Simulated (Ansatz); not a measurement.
Basis-set series for `[F][Al]([Cl])[O][SiH3]`. Charge 0, multiplicity 1. The geometry is a stationary point of PBE0-D4/def2-TZVP. It is one conformer, not always the lowest.

```csv
functional,basis,functions,energy (Eh),HOMO (eV),LUMO (eV)
PBE0-D4,def2-TZVPP,230,-1168.79107,-9.08,-1.16
PBE0-D4,def2-QZVPP,414,-1168.83355,-9.10,-1.29
ωB97M-V,def2-TZVPP,230,-1169.25123,-11.38,0.48
ωB97M-V,def2-QZVPP,414,-1169.29084,-11.40,0.18
```

Q: Give the rows for def2-SVP. (Estimate.)

A: Computed: 
```tsv
functional	basis	functions	energy (Eh)	HOMO (eV)	LUMO (eV)
PBE0-D4	def2-SVP	97	-1168.21581	-8.99	-0.92
ωB97M-V	def2-SVP	97	-1168.67395	-11.23	0.76
```

Positive LUMOs are unbound and depend on the basis.
